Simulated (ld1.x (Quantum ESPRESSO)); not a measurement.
## Ranking TM potentials for manganese (Mn)

All share these settings but for the change named:

ld1.x (Quantum ESPRESSO) 7.5 input, shortened:

```
&input
   title='Mn', zed=25., rel=1, dft='PBE', iswitch=3,
   config='[Ar] 3d4 4s0 4p0'
 /
 &inputp
   pseudotype=2, tm=.true., lloc=2,
   nlcc=.true., new_core_ps=.true., rcore=0.50
 /
3
3S  1  0   2.00   0.00  0.80  0.80  0.0
3P  2  1   6.00   0.00  1.20  1.20  0.0
3D  3  2   4.00   0.00  1.15  1.15  0.0
 &test
   configts(1)='3s2 3p6 3d4 4s0 4p0'
 /
```

Test errors are all-electron minus pseudo excitation energies from the reference, over 3s2 3p6 3d5 4s2 4p0; 3s2 3p6 3d5 4s1 4p0; 3s2 3p6 3d5 4s0 4p0; 3s2 3p6 3d6 4s0 4p0; 3s2 3p6 3d5 4s0 4p2; 3s2 3p6 3d4 4s2 4p0; 3s2 3p6 3d3 4s0 4p0. None of these files shows a bound ghost.

The base gives 250.8 meV.

Of 8 variants that were run, those that failed, showed a ghost or another fault, or gave nearly equal values are left out.

**Question.** Rank these variants by their largest absolute test error, smallest first.
A. all radii but the core radius scaled by about 1.23 (s 0.98, p 1.48, d 1.42 bohr)
B. all radii but the core radius scaled by about 1.37 (s 1.10, p 1.64, d 1.58 bohr)
C. all radii but the core radius scaled by about 1.15 (s 0.92, p 1.38, d 1.32 bohr)
D. all radii but the core radius scaled by about 0.85 (s 0.68, p 1.02, d 0.98 bohr)
E. all radii but the core radius scaled by about 0.92 (s 0.74, p 1.10, d 1.06 bohr)

**Answer.** C (106.2 meV), A (174.8 meV), B (321.1 meV), E (456.2 meV), D (1015.5 meV).
